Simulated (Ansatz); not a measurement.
`Sc1sc(-c2sc(-c3sc(S)c4ccccc34)c3ccccc23)c2ccccc12` with charge +1, relaxed as a doublet with UKS PBE-D4/def2-SVP in Ansatz, starting from the PBE-D4/def2-SVP geometry of the neutral singlet. Force threshold 0.03 eV/Å.

Single mean-field runs in def2-SVP are fitted with def2-universal-jkfit. The relaxation made no stability test and no search for a lower SCF solution.

Start:

Cartesian coordinates in Å:
```
S 0.095 4.648 -5.312
C -0.147 3.848 -3.764
S -0.014 2.126 -3.608
C -0.250 2.144 -1.885
C -0.242 0.910 -1.136
S 0.970 -0.294 -1.457
C 0.350 -1.416 -0.283
C 0.984 -2.701 -0.109
S 1.458 -3.640 -1.494
C 2.095 -4.942 -0.544
S 2.748 -6.387 -1.306
C 1.935 -4.679 0.831
C 2.331 -5.505 1.926
C 2.152 -5.047 3.218
C 1.592 -3.755 3.471
C 1.184 -2.935 2.433
C 1.321 -3.388 1.085
C -0.786 -0.870 0.362
C -1.638 -1.506 1.316
C -2.760 -0.842 1.778
C -3.092 0.464 1.300
C -2.302 1.102 0.361
C -1.124 0.456 -0.123
C -0.420 3.477 -1.429
C -0.557 3.939 -0.085
C -0.686 5.296 0.159
C -0.675 6.245 -0.911
C -0.512 5.838 -2.222
C -0.369 4.446 -2.508
H -1.200 4.605 -5.761
H 4.077 -6.060 -1.234
H 2.775 -6.489 1.712
H 2.454 -5.677 4.068
H 1.492 -3.407 4.510
H 0.770 -1.937 2.633
H -1.408 -2.525 1.657
H -3.422 -1.332 2.508
H -4.004 0.957 1.670
H -2.582 2.090 -0.031
H -0.546 3.217 0.744
H -0.786 5.655 1.195
H -0.783 7.316 -0.679
H -0.476 6.556 -3.055
```

| step | energy (eV) | largest force component (eV/Å) | SCF passes |
| --- | --- | --- | --- |
| 1 | -79199.4994 | 0.625 | 36 |
| 2 | -79199.5620 | 0.527 | 26 |
| 3 | -79199.5859 | 0.177 | 25 |
| 4 | -79199.6158 | 0.328 | 25 |
| 5 | -79199.6354 | 0.640 | 26 |
| 6 | -79199.7008 | 0.353 | 26 |
| 7 | -79199.7564 | 0.203 | 27 |
| 8 | -79199.7740 | 0.088 | 26 |
| 9 | -79199.7827 | 0.116 | 26 |
| 10 | -79199.7972 | 0.119 | 26 |
| 11 | -79199.7991 | 0.139 | 21 |
| 12 (rejected) | -79199.7664 | 0.871 | 26 |
| 13 | -79199.8069 | 0.062 | 26 |
| 14 | -79199.8096 | 0.159 | 25 |
| 15 | -79199.8125 | 0.020 | 25 |
| 16 | -79199.8132 | 0.091 | 25 |
| 17 | -79199.8136 | 0.099 | 25 |
| 18 | -79199.8142 | 0.088 | 25 |
| 19 | -79199.8148 | 0.195 | 24 |
| 20 | -79199.8158 | 0.105 | 20 |
| 21 | -79199.8182 | 0.014 | 25 |
| 22 | -79199.8190 | 0.061 | 25 |
| 23 (rejected) | -79199.8184 | 0.247 | 25 |
| 24 (rejected) | -79199.8185 | 0.069 | 25 |
| 25 | -79199.8195 | 0.009 | 21 |
| 26 | -79199.8200 | 0.063 | 25 |
| 27 | -79199.8202 | 0.037 | 19 |
| 28 | -79199.8203 | 0.002 | 19 |

Force components are those of the run's own axes.

End:

```csv
atom,x (Å),y (Å),z (Å)
S1,0.167,4.421,-5.397
C2,-0.095,3.752,-3.811
S3,0.085,2.046,-3.595
C4,-0.288,2.120,-1.879
C5,-0.267,0.917,-1.125
S6,0.907,-0.317,-1.526
C7,0.368,-1.404,-0.265
C8,1.022,-2.655,-0.108
S9,1.617,-3.480,-1.541
C10,2.266,-4.801,-0.635
S11,3.077,-6.079,-1.495
C12,2.047,-4.637,0.760
C13,2.485,-5.489,1.809
C14,2.244,-5.126,3.127
C15,1.595,-3.898,3.431
C16,1.159,-3.044,2.424
C17,1.343,-3.410,1.063
C18,-0.736,-0.830,0.446
C19,-1.557,-1.467,1.414
C20,-2.674,-0.804,1.910
C21,-3.025,0.487,1.435
C22,-2.261,1.119,0.460
C23,-1.094,0.481,-0.039
C24,-0.537,3.472,-1.488
C25,-0.748,3.985,-0.179
C26,-0.912,5.352,0.005
C27,-0.855,6.257,-1.091
C28,-0.602,5.795,-2.374
C29,-0.433,4.400,-2.592
H30,-0.544,5.564,-5.175
H31,2.944,-7.008,-0.505
H32,3.038,-6.413,1.583
H33,2.584,-5.778,3.945
H34,1.453,-3.610,4.483
H35,0.696,-2.082,2.680
H36,-1.335,-2.492,1.739
H37,-3.314,-1.300,2.655
H38,-3.932,0.977,1.816
H39,-2.579,2.086,0.050
H40,-0.756,3.307,0.685
H41,-1.072,5.746,1.020
H42,-0.982,7.335,-0.913
H43,-0.502,6.505,-3.208
```

By distances, no bond broke or formed. The bond that changes most is C4–C5, from 1.44 to 1.42 Å (atoms count from 1).

The force fell under the threshold at step 15, but the optimiser went on and released 0.008 eV more. No frequencies were taken in this run, so the end may be a saddle point.

Hardware: 2 threads of AMD EPYC 7R13 on a shared host and a share (18 GiB) of an NVIDIA H100 80GB HBM3. Wall time 2.4 min.
